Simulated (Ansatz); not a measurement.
## Ligand exchange: C3H6O2 + SnH(CH3)2(OH) → C3H6O3 + SnH2(CH3)2

Species: C3H6O2 (methoxyacetaldehyde) `COCC=O`, singlet; SnH(CH3)2(OH), singlet; C3H6O3 (methoxyacetic acid) `COCC(=O)O`, singlet; SnH2(CH3)2, singlet. The partners trade H for OH: C–H and Sn–OH bonds give way to C–OH and Sn–H.

Shapes, held fixed at every level: PBE0-D4/def2-TZVP. Flexible molecules stand in one conformer, not always the lowest. Programs: Ansatz 0.2.0. Electronic energies: no zero-point or thermal term.

Problem. Estimate ΔE of this reaction.

Solution. The highest level, CCSD(T)/def2-TZVPP, gives ΔE = -3.5 kJ/mol; the levels span -14.8 to 0.0. That is about zero within the method's error. The column of differences is taken from that level and isn't an error. No measured value is set beside it here. For atoms past krypton def2 sets carry core potentials with scalar relativity. Correlated rows may include outer-core shells of Sn, which these sets cover unevenly.

| level | kind | ΔE (kJ/mol) | less CCSD(T)/def2-TZVPP |
| --- | --- | --- | --- |
| HF/def2-TZVPP | Hartree–Fock | -6.2 | -2.7 |
| PBE-D4/def2-TZVPP | GGA | -14.8 | -11.3 |
| B3LYP-D4/def2-TZVPP | global hybrid | -5.7 | -2.2 |
| wB97X-V/def2-TZVPP | range-separated hybrid | -9.8 | -6.3 |
| B2PLYP/def2-TZVPP | double hybrid | -2.1 | +1.4 |
| MP2/def2-TZVPP | perturbation theory | 0.0 | +3.5 |
| CCSD(T)/def2-TZVPP | coupled cluster or CI | -3.5 | 0.0 |
